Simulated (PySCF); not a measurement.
Identify the unknown among the candidates.

All candidates are C6H12N2.

* Triplet: lowest triplet excitation (Tamm–Dancoff): 5.11 eV [TDA CAM-B3LYP/def2-SVPD]
* UV, first state: lowest singlet excitation: 5.25 eV (236 nm, f = 0.000) [TDDFT CAM-B3LYP/def2-SVPD]
* 13C NMR: chemical shifts (computed TMS as zero) by class: 50.0 (6 C) ppm [GIAO PBE0/pcSseg-1]
* Valence photoelectron: vertical ionisation energy: 7.43 eV [ΔSCF CAM-B3LYP/def2-SVPD]
* 1H NMR: chemical shifts (computed TMS as zero) by class: 2.37 (12 H) ppm [GIAO PBE0/pcSseg-1]
* Polarisability: 80.4 au [CAM-B3LYP/def2-SVPD]
* Rotational structure: rotational constants A, B, C: 2.688, 2.533, 2.532 GHz [PBE0-D3(BJ)/def2-SVP]
* Dipole: 0.00 D [CAM-B3LYP/def2-SVPD]

Electronic properties: PySCF, gas phase, density fitting. Levels stand in brackets. Isolated species at its PBE0-D3(BJ)/def2-SVP geometry, gas phase. NMR classes are plain means over equivalent atoms (diastereotopic ones count apart unless rotation or inversion swaps them), as if these changed places fast.

Question: Which candidate is it?
A. `N[C@@H]1[C@H]2CC[C@@H](N)[C@@H]12`
B. `C1CN2CCN1CC2`
C. `C=CCN(C)/N=C\C`
D. `CCN1C[C@H](C)C=N1`

Answer: B. It is `C1CN2CCN1CC2`. Numbering: `[CH2:1]1[CH2:2][N:3]2[CH2:4][CH2:5][N:6]1[CH2:7][CH2:8]2`. Its formula, C6H12N2, gives 2 degrees of unsaturation: 2 rings and 0 π bonds in the structure found. 6 carbons fall into 1 class: ring sp3 carbon bound to nitrogen [C1/C2/C4/C5/C7/C8] (50.0 ppm, 6 C). All hydrogens form one class (2.37 ppm): methylene hydrogen. The first electron is taken from the HOMO, whose largest Löwdin shares are 0.25 on each of 2 atoms of one kind (tertiary amine nitrogen). The vanishing dipole is forced by symmetry. The optimised geometry has point group D3h and is a prolate symmetric top (the spread among constants that symmetry makes equal is optimisation noise).

The others, at the same levels:
- `C=CCN(C)/N=C\C` fails: its computed lowest singlet excitation is 4.97 eV (249 nm, f = 0.068) (against 5.25 eV), vertical ionisation energy is 7.74 eV (against 7.43 eV) and lowest triplet excitation (Tamm–Dancoff) is 3.54 eV (against 5.11 eV).
- `N[C@@H]1[C@H]2CC[C@@H](N)[C@@H]12` fails: it has 6 carbon classes against 1; its computed 13C shifts are 55.6 (1 C), 37.4 (1 C), 34.2 (1 C), 32.7 (1 C), 30.1 (1 C), 28.4 (1 C) ppm, 1H shifts are 3.57 (1 H), 2.23 (1 H), 1.86 (1 H), 1.80 (1 H), 1.40 (1 H), 0.89 (1 H), 0.81 (1 H), 0.47 (2 H), 0.43 (1 H), -0.04 (2 H) ppm and lowest singlet excitation is 6.10 eV (203 nm, f = 0.018) (against 5.25 eV).
- `CCN1C[C@H](C)C=N1` fails: its computed vertical ionisation energy is 7.70 eV (against 7.43 eV), lowest triplet excitation (Tamm–Dancoff) is 3.45 eV (against 5.11 eV) and static isotropic polarisability is 86.9 au (against 80.4 au).

Each candidate is one conformer, not necessarily the lowest. Dipoles, sizes and rotational constants follow the conformer. The torsions of the flexible species, by atom-mapped SMILES:
- `[CH2:1]=[CH:2][CH2:3][N:4]([CH3:5])/[N:6]=[CH:7]\[CH3:8]`: C1–C2–C3–N4 136°, C2–C3–N4–C5 85°, C3–N4–N6–C7 -50°

The conformers of `C1CN2CCN1CC2`, `N[C@@H]1[C@H]2CC[C@@H](N)[C@@H]12` and `CCN1C[C@H](C)C=N1` aren't listed.
